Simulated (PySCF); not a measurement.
Mapped SMILES: `[CH3:1][O:2][SiH2:3][C@@H:4]([F:5])[C:6]([F:7])([F:8])[F:9]`. Each H is labelled by its parent atom. Ha(Si3) is pro-R; Hb(Si3) is pro-S.

- coordinates at the GFN2-xTB level
- shielding tensors at PBE0/pcSseg-1 (GIAO)
- program: PySCF 2.14
- fast rotation and ring inversion assumed for equivalent nuclei, one computed conformer, no relativistic terms, gas phase

References, each an isolated molecule treated in the same way: 13C (σref 186.93), 1H (σref 31.72), 29Si (σref 349.16) vs TMS; 17O (σref 336.08) against H2O; 19F (σref 170.95) vs CFCl3.

| atoms | nucleus | count | Hirshfeld charge | δ (ppm) |
| --- | --- | --- | --- | --- |
| H(C1) | 1H | 3 | 0.05 | 3.98 |
| C4 | 13C | 1 | -0.06 | ? |
| F7/F8/F9 | 19F | 3 | -0.09 | -85.8 |
| C6 | 13C | 1 | 0.25 | 133.4 |
| Ha(Si3) | 1H | 1 | -0.07 | 5.22 |
| H(C4) | 1H | 1 | 0.05 | ? |
| Si3 | 29Si | 1 | 0.39 | -28.8 |
| Hb(Si3) | 1H | 1 | -0.07 | 4.86 |
| O2 | 17O | 1 | -0.23 | -3.3 |
| C1 | 13C | 1 | -0.03 | ? |
| F5 | 19F | 1 | -0.11 | -271.6 |

Task: Estimate the values marked ?.

Result: 
- C4: 91.8 ppm, sp3 CH bonded to F and Si; pulled downfield by the heteroatom
- C1: 55.1 ppm, methyl carbon bonded to O; deshielded by the electronegative neighbour
- H(C4): 5.08 ppm, hydrogen on an sp3 CH bonded to F and Si; its carbon carries F, which withdraws density

Shifts are as computed. Against solution values, carbons near 30 ppm lie about +3 ppm off and those near 130 ppm about +5 ppm. Of 1211 compounds with measured shifts, 218 miss one by over three times the rms of a fit or turn the order of signals round; such compounds aren't used in these exercises. Unscaled 19F shifts against computed CFCl3 carry errors that often reach 10 to 50 ppm. Experimental scales use liquid or dissolved standards, which lie at an offset from isolated H2O (liquid H2O: subtract about 36 ppm).
